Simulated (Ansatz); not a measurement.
Reaction (cleavage of the Sn–Si bond): `[CH3][SnH]([F])[SiH2]F` + HBr → `[CH3][SnH]([F])[Br]` + `F[SiH3]`

Computed with Ansatz on PBE0-D4/def2-TZVP structures; ΔE is electronic, products minus reactants. CBS: MP2 limit from def2 TZ/QZ plus the TZ coupled-cluster correction, frozen cores. This one scheme is used for every species. Functionals use def2-TZVPP. Elements past krypton have def2 core potentials. For Br, Sn outer-core shells are correlated without core-valence functions, which leaves a few kJ/mol of doubt a bond. Scalar relativity is left out up to krypton. Each species was taken in one conformer, which may not be the lowest.

CCSD(T)/CBS gives -1.08 eV.

(1) Another level gave -1.04 eV. Which?
A. SCS-MP2/def2-TZVPP
B. PBE0/def2-TZVPP
C. HF/def2-TZVPP
D. ωB97M-V/def2-TZVPP

Largest T1 diagnostic among the species: 0.013.

## Answers

(1) D. ωB97M-V -1.04, HF/def2-TZVPP -1.28, SCS-MP2/def2-TZVPP -1.11, PBE0 -0.98 eV.

From PBE to PBE0 (25 % exact exchange), in def2-TZVPP and without D4, ΔE moves by −0.07 eV. In def2-TZVPP, CCSD(T) changes the Hartree–Fock value by +0.26 eV (the triples alone add +0.01 eV) and MP2 by +0.19 eV.
